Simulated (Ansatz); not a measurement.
Molecule: CH4BS2, net charge 0, doublet state. It need not be the lowest isomer of its formula. SMILES: CB([S])S
Geometry from a B3LYP-D3(BJ)/def2-TZVP (Ansatz, a program for electronic structure) optimisation:
```xyz
8

C     -1.6203    -0.9104     0.2248
B     -0.2745    -0.1046     0.0302
S     -0.3437     1.6437    -0.2453
S      1.3457    -0.9223     0.0810
H     -1.6943    -1.6874    -0.5409
H     -2.5172    -0.2941     0.1705
H     -1.6089    -1.4102     1.1972
H      0.8835    -2.1654     0.3020
```
Charge 0, spin multiplicity 2.

Computed values are from Ansatz. Valence correlation only, unless marked. Open shells are spin-unrestricted. No spin-orbit coupling. No relativistic terms. CBS marks a two-point X^-3 extrapolation of the correlation energy; Hartree-Fock from the larger set.

Question: What is the atomisation energy De at CCSD(T)/CBS(aug-cc-pV(T+d)Z,aug-cc-pV(Q+d)Z)?

Answer: 674.3 kcal/mol.

Question: What is the dipole moment at CCSD(T)/aug-cc-pV(D+d)Z?

Answer: 1.59 D.

Question: What is the total energy at CCSD(T)/CBS(aug-cc-pV(T+d)Z,aug-cc-pV(Q+d)Z)?

Answer: -860.8160 Eh.

Question: What is the T1 diagnostic at CCSD/aug-cc-pV(Q+d)Z?

Answer: 0.016.
